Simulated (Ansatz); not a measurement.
Born–Oppenheimer molecular dynamics of a periodic cell of 16 atoms, Cl (contents 8 Cl2, density as packed 1.57 g/cm³ with natural masses). It goes on from the last frame of an earlier run, with new velocities.

Method: DFT PBE-D3(BJ), scalar-relativistic, plane waves, PAW in Ansatz. Settings: cutoff 200 eV, k mesh 1x1x1, fermi-dirac smearing 0.05 eV, no spin polarisation.

```
ensemble        : NVT, Langevin thermostat
time step       : 2 fs
steps asked     : 200
set temperature : 400 K
friction        : 0.005 /fs
seed            : 168927
```

First frame:

```xyz
16
Lattice="8.4343 0.0000 0.0000 0.0000 8.4343 0.0000 0.0000 0.0000 8.4343" Properties=species:S:1:pos:R:3
Cl 3.028 2.790 3.352
Cl 3.224 2.146 1.509
Cl 7.837 1.080 3.339
Cl 7.256 2.894 3.957
Cl 6.707 6.100 2.267
Cl 5.481 6.381 0.763
Cl 2.425 3.161 6.565
Cl 3.524 4.933 6.603
Cl 6.296 1.411 7.315
Cl 4.855 0.812 5.985
Cl 1.663 7.921 8.742
Cl 1.468 8.307 6.761
Cl 2.222 5.716 3.472
Cl 2.475 7.717 3.767
Cl 7.998 5.352 6.725
Cl 6.314 5.875 5.723
```

Question: What does the run give?

Answer: All steps were run.

```json
{
  "steps done": "200",
  "time covered": "400 fs",
  "mean temperature over the second half": "393 K",
  "spread of the potential energy over the second half": "6.0 meV per atom",
  "mean potential energy of the second half above the start": "-18.3 meV per atom"
}
```

A run of 0.4 ps of so small a system gives no equilibrium averages. The plane-wave cutoff is below what these datasets need, so energies and pressures aren't converged. Limits of this set-up: coarse k mesh.

Question: What happens to the structure?

Answer: Mean squared displacements from the first frame to the last, about the centre of mass: Cl 1.14 Å². Another seed would give other details.

Question: How do temperature and energy run in time?

Answer: 
```tsv
time (fs)	T (K)	potential energy less start (eV)
0.0	375	0.000
32.0	340	-0.023
64.0	324	-0.038
96.0	339	-0.090
128.0	388	-0.144
160.0	428	-0.138
192.0	450	-0.194
224.0	448	-0.249
256.0	385	-0.145
288.0	462	-0.319
320.0	394	-0.418
352.0	313	-0.372
384.0	369	-0.348
```

Time of the run: 3.2 min on 1 thread of Arm Neoverse V1, with other jobs on the host, peak memory 0.32 GiB.
